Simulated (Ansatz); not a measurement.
Cost and result for the atomization energy of CH₆ClNSi, SMILES `CN[SiH2]Cl` (10 atoms, 9 bonds).

Cartesian coordinates in Å:
```
C -0.801 -0.886 0.754
N 0.140 0.209 0.630
Si 0.870 0.670 -0.831
Cl -0.415 1.534 -2.212
H -1.842 -0.578 0.603
H -0.720 -1.359 1.737
H -0.572 -1.649 0.007
H 0.039 0.913 1.345
H 1.903 1.684 -0.531
H 1.397 -0.539 -1.502
```

The species carries charge 0 and has multiplicity 1. The geometry is a stationary point of PBE0-D4/def2-TZVP. It is one conformer, not always the lowest. Program: Ansatz. Hardware: A = 2 threads of an AMD EPYC 7R13 on a shared host; B = 2 threads of an AMD EPYC 7R13 on a shared host and a share of an NVIDIA H100 80 GB. Times are those of one run each, without the atoms' runs, and a repeat can differ threefold. Electronic energies, without spin–orbit coupling; frozen cores. CCSD(T)/CBS extrapolates def2-TZVPP and def2-QZVPP, and its time is that of the two runs behind it. T1 = 0.010. B3LYP takes the VWN-RPA correlation (the form of Gaussian; ORCA's B3LYP/G).

CCSD(T)/CBS is a level of theory with its own doubt, some kJ/mol a heavy atom from the limit and from the frozen cores, so smaller differences don't rank the functionals.

```
                                 level  functions  wall time  atomization (kcal/mol)  difference from CCSD(T)/CBS  per bond
   PBE-D4/def2-TZVPP (with forces) [A]        230      2.7 s                   831.8                          6.8       0.8
                PBE0-D4/def2-TZVPP [A]        230      3.2 s                   822.0                         -3.0      -0.3
r2SCAN-D4/def2-TZVPP (with forces) [A]        230      4.8 s                   822.4                         -2.6      -0.3
 B3LYP-D4/def2-TZVPP (with forces) [A]        230      5.5 s                   824.4                         -0.6      -0.1
                 B2PLYP/def2-TZVPP [A]        230        6 s                   814.4                        -10.6      -1.2
                ωB97X-V/def2-TZVPP [A]        230        8 s                   828.7                          3.7       0.4
  ωB97M-V/def2-TZVPP (with forces) [A]        230       11 s                   827.9                          2.9       0.3
                CCSD(T)/def2-TZVPP [B]        230       16 s                   801.0                        -24.0      -2.7
                CCSD(T)/def2-QZVPP [B]        434       31 s                   815.3                         -9.7      -1.1
                     CCSD(T)/CBS(def2)          –       47 s                   825.0                          0.0       0.0
```

In def2-TZVPP, CCSD(T) changes the Hartree–Fock value by +197.6 kcal/mol (the triples alone add +10.3 kcal/mol) and MP2 by +205.2 kcal/mol; breaking electron pairs costs correlation energy, which Hartree–Fock lacks. From PBE to PBE0 (25 % exact exchange), in def2-TZVPP and without D4, the atomization energy moves by −9.1 kcal/mol: exact exchange takes away binding that semilocal exchange gives to molecules. The D4 term adds +7.7 kcal/mol with B3LYP and +4.0 kcal/mol with PBE0; it sums over pairs of atoms, weighted by their polarisabilities, and B3LYP, whose exchange is more repulsive, gets the larger term.
